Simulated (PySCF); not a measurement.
Computed shifts of a molecule C₂H₆F₂Si, KT2/pcSseg-1 in PySCF, GIAO, gas phase, atoms alike by connectivity averaged where their shifts nearly agree, in ppm (number of nuclei): ¹³C: 89.2 (1), 17.5 (1). ¹⁹F: -260.1 (1), -268.6 (1). ²⁹Si: 5.7 (1). ¹H: 5.36 (2), 5.23 (1), 1.60 (3). References: ¹³C against TMS (σ = 185.1 ppm); ¹⁹F against CFCl3 (σ = 127.1 ppm); ²⁹Si against TMS (σ = 361.9 ppm); ¹H against TMS (σ = 31.47 ppm), references at their B3LYP-D3(BJ)/def2-TZVP geometries, non-relativistic. Geometry: ωB97X-D3(BJ)/def2-SVP. The values are those of a single conformer.

Question: Identify the compound among the candidates.
A) C[SiH2]C(F)F
B) C[Si](C)(F)F
C) C[C@@H](F)[SiH2]F
D) FC[SiH2]CF

Answer: C, C[C@@H](F)[SiH2]F
